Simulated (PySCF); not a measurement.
# Computed structure and properties of [TlS]+

System: [TlS]+ (singlet); start: template (C∞v). Method: PySCF 2.14.0, RKS B3LYP, Tl def2-SVP with ECP60, S def2-SVP; non-relativistic Hamiltonian with scalar-relativistic core potentials where named; density fitting; no spin-orbit coupling.

Input of the relaxation:

```python
mol = gto.M(atom='''
Tl     0.00000     0.00000    -0.29455
S      0.00000     0.00000     1.88835''',
    basis={'Tl': 'def2-SVP', 'S': 'def2-SVP'},
    ecp={'Tl': 'def2-SVP'},
    charge=1, spin=0)
mf = dft.RKS(mol, xc='B3LYP')
mf.grids.atom_grid = (50, 194)
mf = mf.density_fit()  # fitting sets: Tl def2-universal-JKFIT, S def2-universal-JKFIT
mf.conv_tol = 1e-08; mf.max_cycle = 55
mf.kernel(dm0)  # dm0: converged density of the start geometry
# quasi-Newton relaxation in Cartesian coordinates to a largest gradient under 0.00045 Eh/bohr, steps kept in the point group
```

Run from Python with OMP_NUM_THREADS=2; the lines above give its settings. Where DIIS fails, smearing, a level shift and second-order steps follow.
It took 2.4 s on 2 threads of Arm Neoverse V2 (shared host), from the converged density of the start.

Course of the relaxation:

| step | energy above end (eV) | largest force component within the symmetry (eV/Å) |
| --- | --- | --- |
| 0 | 0.2907 | 3.028 |
| 1 | 0.0434 | 0.915 |
| 2 | 0.0083 | 0.354 |
| 3 | 0.0006 | 0.089 |
| 4 | 0.0000 | 0.013 |
| 5 | 0.0000 | 0.001 |

Relaxed geometry (C∞v):

```xyz
2

Tl    0.0000    0.0000   -0.4144
S     0.0000    0.0000    2.0082
```

```
   contact      Å
Tl1–S2 (S)  2.423
```

On the finer grid (75, 302):

The HOMO is -12.92 eV. The LUMO is -12.00 eV, the dipole about the centre of mass is 1.52 D and the set of Mulliken populations of Tl1 outside the core potential is s 3.69, p 6.37, d 10.04. The D3(BJ) dispersion energy (not in the energies) is -0.094 eV.

```json
{"atom": "Tl1", "Mulliken (e)": "0.89", "Löwdin (e)": "0.72", "spin (e)": "0.00"}
{"atom": "S2", "Mulliken (e)": "0.11", "Löwdin (e)": "0.28", "spin (e)": "0.00"}
```

Another spin state tried lies lower. The gap is small, and the closed shell wasn't tested for a lower spin-broken solution.

On the grid (50, 194), as all that follows. Harmonic modes: a minimum; lowest 244 cm⁻¹ (negative: unstable), highest 244 cm⁻¹, zero-point energy 0.015 eV.

Rigid scan of S along the line from its metal, all other atoms held (where the atom bridges, its other bond changes as well):

distance to S2 (Å), energy (eV) and a bar:
```
     2.12      0.516 ##############################
     2.22      0.186 ###########
     2.32      0.037 ##
     2.42      0.000 
     2.52      0.025 #
     2.62      0.083 #####
     2.72      0.153 #########
     2.87      0.258 ###############
```

One start shape was tried, so this needn't be the lowest isomer.
